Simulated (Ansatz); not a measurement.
Process, species as SMILES: C[SiH](C)C -> [CH2][SiH](C)C + H atom (the C-H bond at the site shown breaks; other sites are not compared here)
Structures are relaxed separately at B3LYP-D3(BJ)/def2-TZVP in Ansatz (a quantum-chemistry and plane-wave program), one conformer each, not searched for the lowest. Frequencies are from Ansatz.

Quantity: bond dissociation energy (enthalpy at 298 K, with B3LYP-D3(BJ) rigid-rotor harmonic-oscillator terms), in eV. Valence correlation only, unless marked. UHF or UKS for open shells. No spin-orbit coupling. Non-relativistic unless marked X2C. CBS marks a two-point X^-3 extrapolation of the correlation energy; Hartree-Fock from the larger set.

```csv
level,program,bond dissociation energy (eV)
HF/6-31G,Ansatz,3.24
```

**Question.** Estimate the value at CCSD(T)/CBS(cc-pV(T+d)Z,cc-pV(Q+d)Z) as computed with Ansatz.

**Answer.** 4.40 eV
